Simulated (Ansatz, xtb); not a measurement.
# C3H5ClN2Si: 7 structures ranked

7 gas-phase structures of C3H5ClN2Si, from a drawn sample of its isomers (lower ones may exist). Each was relaxed with GFN2-xTB:

A. `[SiH3]c1cc(Cl)n[nH]1`, a singlet
B. `[SiH3]c1c[nH]nc1Cl`, a singlet
C. `[SiH3]c1n[nH]cc1Cl`, a singlet
D. `[SiH3]c1cc(Cl)[nH]n1`, a singlet
E. `[SiH3]n1nccc1Cl`, a singlet
F. `[SiH3]c1cn[nH]c1Cl`, a singlet
G. `[SiH3]c1[nH]ncc1Cl`, a singlet

Problem. Make a reasoned guess at their ranking by r2SCAN-D4/def2-SVP single-point energy.

Solution. Calculated order at r2SCAN-D4/def2-SVP: E (0.0), B (14.9), F (21.2), G (23.0), A (23.1), C (31.6), D (34.4) kJ/mol. Less than 1 kcal/mol parts F and G; G and A; C and D, so the order within those pairs means little.

Energies above the lowest of each column, in kJ/mol; the last columns are at B3LYP-D3(BJ)/def2-SVP geometries and were run for some of them only (a dash: not run or not comparable):

```json
{"structure": "E", "GFN2-xTB": "0.0", "HF/STO-3G": "0.0", "r2SCAN-D4/def2-SVP": "0.0", "B3LYP-D3(BJ)/def2-SVP": "0.0", "CCSD(T)/def2-SVP + ΔMP2/def2-TZVPP": "0.0"}
{"structure": "B", "GFN2-xTB": "87.7", "HF/STO-3G": "57.7", "r2SCAN-D4/def2-SVP": "14.9", "B3LYP-D3(BJ)/def2-SVP": "22.6", "CCSD(T)/def2-SVP + ΔMP2/def2-TZVPP": "30.4"}
{"structure": "F", "GFN2-xTB": "89.8", "HF/STO-3G": "62.3", "r2SCAN-D4/def2-SVP": "21.2", "B3LYP-D3(BJ)/def2-SVP": "29.1", "CCSD(T)/def2-SVP + ΔMP2/def2-TZVPP": "36.4"}
{"structure": "G", "GFN2-xTB": "85.7", "HF/STO-3G": "53.3", "r2SCAN-D4/def2-SVP": "23.0", "B3LYP-D3(BJ)/def2-SVP": "30.3", "CCSD(T)/def2-SVP + ΔMP2/def2-TZVPP": "39.8"}
{"structure": "A", "GFN2-xTB": "88.6", "HF/STO-3G": "56.1", "r2SCAN-D4/def2-SVP": "23.1", "B3LYP-D3(BJ)/def2-SVP": "32.0", "CCSD(T)/def2-SVP + ΔMP2/def2-TZVPP": "38.3"}
{"structure": "C", "GFN2-xTB": "94.7", "HF/STO-3G": "58.9", "r2SCAN-D4/def2-SVP": "31.6", "B3LYP-D3(BJ)/def2-SVP": "–", "CCSD(T)/def2-SVP + ΔMP2/def2-TZVPP": "–"}
{"structure": "D", "GFN2-xTB": "99.2", "HF/STO-3G": "65.5", "r2SCAN-D4/def2-SVP": "34.4", "B3LYP-D3(BJ)/def2-SVP": "–", "CCSD(T)/def2-SVP + ΔMP2/def2-TZVPP": "–"}
```

Every level run on E puts it lowest or level with the lowest. CCSD(T)/def2-SVP + ΔMP2/def2-TZVPP orders those it was run on as E (0.0), B (30.4), F (36.4), A (38.3), G (39.8) kJ/mol. Less than 1 kcal/mol parts F and A; A and G, so the order within those pairs means little. Some further structures that were screened fall inside this span and aren't listed. Frequencies (GFN2-xTB) were run for A, B, E, F, G alone. ΔMP2 is the change of the MP2 energy from the smaller to the larger basis.

Over these structures GFN2-xTB departs from r2SCAN-D4/def2-SVP by 16.2 kJ/mol on average once a common shift is removed. A GFN2-xTB relaxation took about 0.066 s and the r2SCAN-D4/def2-SVP energy about 3.3 s on a shared host (Ansatz 0.2.0, xtb 6.7.1).
